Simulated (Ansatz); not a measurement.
Compare A (`CN[SiH](O)Br`) with its isomer B (`N[SiH](O)CBr`).

Program: Ansatz. Geometries: PBE0-D4/def2-TZVP. ΔE: electronic, gas phase. CCSD(T)/CBS adds triple-zeta CCSD(T) − MP2 to the extrapolated MP2 energy (def2 sets, frozen cores). DFT in def2-TZVPP. B3LYP here is the variant with VWN-RPA as its local correlation; programs differ in this. For Br outer-core shells are correlated without core-valence functions, which leaves a few kJ/mol of doubt a bond. Scalar relativity is left out up to krypton. Each species was taken in one conformer, which may not be the lowest.

A:

```xyz
11

C     0.1870    1.1584   -0.9918
N     0.3761    0.6163    0.3410
Si    0.0482   -0.9914    0.7743
O    -1.5181   -1.3737    0.4923
Br    1.1444   -2.5043   -0.4352
H     1.0761    1.0538   -1.6232
H    -0.6310    0.6314   -1.4866
H    -0.0838    2.2164   -0.9467
H     1.0936    1.0865    0.8717
H     0.4690   -1.1512    2.1824
H    -2.1616   -0.7422    0.8219
```

B:

```xyz
11

N     1.064   -1.315    0.100
Si    0.501    0.255   -0.218
O     0.135    0.479   -1.808
C    -1.011    0.538    0.859
Br   -2.329   -0.871    0.575
H     0.398   -2.071    0.148
H     1.949   -1.626   -0.262
H     1.542    1.244    0.176
H     0.032    1.377   -2.126
H    -1.519    1.476    0.637
H    -0.763    0.515    1.919
```

(1) Which is lower in electronic energy at CCSD(T)/CBS, and by how much? (Best estimate.)

(2) Give E(B) − E(A) in kcal/mol with MP2/def2-TZVPP, PBE0-D4, B3LYP, B2PLYP, ωB97M-V, B3LYP-D4, HF/def2-TZVPP. (An estimate is asked.)

Largest T1 diagnostic: 0.009.

Answers

(1) Ansatz gave: A, by 19.8 kcal/mol.

(2) Computed: MP2/def2-TZVPP 19.8, PBE0-D4 20.4, B3LYP 20.1, B2PLYP 20.0, ωB97M-V 19.9, B3LYP-D4 19.9, HF/def2-TZVPP 22.6. None reverses the order clearly.

From PBE to PBE0 (25 % exact exchange), in def2-TZVPP and without D4, E(B) − E(A) moves by +0.9 kcal/mol. In def2-TZVPP, CCSD(T) changes the Hartree–Fock value by −3.4 kcal/mol (the triples alone add −0.4 kcal/mol) and MP2 by −2.8 kcal/mol.
